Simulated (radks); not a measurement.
The numbers below are computed, except where a source is named.
These are the eigenvalues of the occupied orbitals of an atom or ion with whole-number occupations (hartree). Level of theory: scalar-relativistic Kohn-Sham, PBE, spin-polarised, spherical densities, finite nucleus; Fermi nuclear charge, rms radius of each element as measured or else 0.836 A^(1/3) + 0.57 fm (a radial shooting solver on a logarithmic mesh with Libxc functionals).

| orbital | eigenvalue |
|---|---|
| 1s | -2967.505 |
| 2s | -523.8750 |
| 2p | -453.0870 |
| 3s | -123.8870 |
| 3p | -103.3428 |
| 3d | -81.35568 |
| 4s | -27.13113 |
| 4p | -20.39168 |
| 4d | -12.28783 |
| 5s | -4.29224 |
| 4f | -3.29236 |
| 5p | -2.51168 |
| 5d | -0.56332 |

Which element is it, and in what charge state? The configuration may be excited. Open shells, if any, are filled with parallel spins first.

Answer. Z = 79, gold, charge +1: Au+ in [Xe] 4f14 5d10. The list shows which subshells hold electrons but not how many an open one holds; the 1s level, -2967.5 hartree, gives Z - s = 77.0 by -(Z - s)^2/2, which with screening and relativity narrows Z to a few neighbours, and the depths of the outer levels then fix element, charge and occupations together.
